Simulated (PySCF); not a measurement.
Ge(H)3(OSiH3) (GeH6OSi), SMILES [GeH3][O][SiH3].

Geometry: B3LYP-D3(BJ)/def2-SVP. The structure was generated by enumeration, and PubChem lists no compound with its InChIKey, so it may never have been made.

Level of theory: CAM-B3LYP/def2-TZVPD (PySCF).

Isolated molecule, no solvent.

```
Quantity                                                                                                       Result
---------------------------------------------------------------------------------------------  ----------------------
total energy                                                                                      -2445.51961 hartree
highest occupied level                                                                                       -9.85 eV
lowest empty level                                                                                            0.39 eV
orbital gap                                                                                                  10.25 eV
dipole moment                                                                                                  1.24 D
quadrupole, principal values (traceless, Buckingham form, about the centre of nuclear charge)  -1.63, -0.65, 2.28 D·Å
mean static polarisability                                                                       62.2 bohr³ (9.22 Å³)
polarisability, principal values                                                               58.4, 58.7, 69.6 bohr³
```
